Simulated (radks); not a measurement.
The numbers below are computed, except where a source is named.
Question: These are the eigenvalues of the occupied orbitals of an atom or ion with whole-number occupations (eV). Level of theory: Dirac Kohn-Sham, PBE, spin-unpolarised, spherical densities, finite nucleus; Fermi nuclear charge, rms radius of each element as measured or else 0.836 A^(1/3) + 0.57 fm (a radial shooting solver on a logarithmic mesh with Libxc functionals).

| orbital | eigenvalue |
|---|---|
| 1s1/2 | -11392.24 |
| 2s1/2 | -1813.697 |
| 2p1/2 | -1662.906 |
| 2p3/2 | -1630.936 |
| 3s1/2 | -539.9523 |
| 3p1/2 | -489.6284 |
| 3p3/2 | -483.5970 |
| 4s1/2 | -241.7626 |

Which element is it, and in what charge state? The configuration may be excited. Open shells, if any, fill j = l - 1/2 first.

Answer: Z = 32, germanium, charge +13: Ge13+ in [Ar] 4s1. The list shows which subshells hold electrons but not how many an open one holds; the 1s level, -418.66 hartree, gives Z - s = 28.9 by -(Z - s)^2/2, which with screening and relativity narrows Z to a few neighbours, and the depths of the outer levels then fix element, charge and occupations together.
